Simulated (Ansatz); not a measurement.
`C[S][GeH]([F])[F]`, relaxed with RKS PBE-D4/def2-SVP in the Gaussian-basis code of Ansatz from a rough embedded geometry. The force threshold is 0.03 eV/Å; the program also tests the step.

Charge 0, multiplicity 1.

Start:

```xyz
9

C     0.217    0.546    1.383
S     0.807    1.194   -0.137
Ge   -0.176   -0.384   -1.325
F     0.512   -1.976   -1.033
F     0.089   -0.048   -3.064
H    -0.895    0.483    1.461
H     0.584    1.138    2.241
H     0.613   -0.546    1.542
H    -1.749   -0.407   -1.067
```

(1) By how much does the energy fall, and how many steps does the optimiser take? (Best estimate.)

(2) Which bonds change most? (Best estimate.)

(3) Give the relaxed structure. (Estimate.)

Answers

(1) Computed: 5.55 kcal/mol, in 17 steps, 2 of them rejected.

(2) Computed: C1–S2 from 1.754 to 1.844 Å; C1–H8 from 1.173 to 1.105 Å; Ge3–H9 from 1.594 to 1.546 Å; Ge3–F5 from 1.791 to 1.747 Å.

(3) The calculation gave: 
```xyz
9

C     0.274    0.484    1.483
S     0.396    1.335   -0.149
Ge   -0.330   -0.323   -1.419
F     0.302   -1.815   -0.741
F     0.400   -0.143   -2.995
H    -0.771    0.453    1.847
H     0.881    1.090    2.182
H     0.693   -0.537    1.425
H    -1.845   -0.544   -1.633
```
